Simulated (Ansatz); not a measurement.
`COB(F)S` → B• + C• + F• + 4 H• + O• + S•  (atomization)

Isolated molecules relaxed with PBE0-D4/def2-TZVP in Ansatz; ΔE leaves out vibrations. CCSD(T)/CBS is frozen-core, at the limit of the def2 triple- and quadruple-zeta sets. Functionals use def2-TZVPP. No spin–orbit coupling; open shells (•) take unrestricted orbitals. Spin–orbit coupling would lower the free atoms: a little for B, C, F, O, S. Each species was taken in one conformer, which may not be the lowest.

Task: What is ΔE at CCSD(T)/CBS? (Estimate.)

Result: Ansatz gave: +862.4 kcal/mol.

Task: What do these levels give: PBE-D4, r2SCAN-D4, B2PLYP, PBE0, HF/def2-TZVPP, SCS-MP2/def2-TZVPP, CCSD(T)/def2-TZVPP, MP2/def2-QZVPP, SCS-MP2/def2-QZVPP, CCSD/def2-QZVPP, CCSD(T)/def2-QZVPP, MP2/CBS(def2)? (Estimate.)

Result: Ansatz gave: PBE-D4 885.0, r2SCAN-D4 870.0, B2PLYP 855.9, PBE0 862.6, HF/def2-TZVPP 637.6, SCS-MP2/def2-TZVPP 853.4, CCSD(T)/def2-TZVPP 840.9, MP2/def2-QZVPP 876.7, SCS-MP2/def2-QZVPP 867.4, CCSD/def2-QZVPP 839.0, CCSD(T)/def2-QZVPP 853.6, MP2/CBS(def2) 885.5 kcal/mol.

Largest T1 diagnostic among the species: 0.014.

The D4 term adds +6.1 kcal/mol with B3LYP and +3.2 kcal/mol with PBE0; it sums over pairs of atoms, weighted by their polarisabilities, and B3LYP, whose exchange is more repulsive, gets the larger term. In def2-TZVPP, CCSD(T) changes the Hartree–Fock value by +203.3 kcal/mol (the triples alone add +13.6 kcal/mol) and MP2 by +226.3 kcal/mol; breaking electron pairs costs correlation energy, which Hartree–Fock lacks.

B3LYP here is the variant with VWN-RPA as its local correlation; programs differ in this.
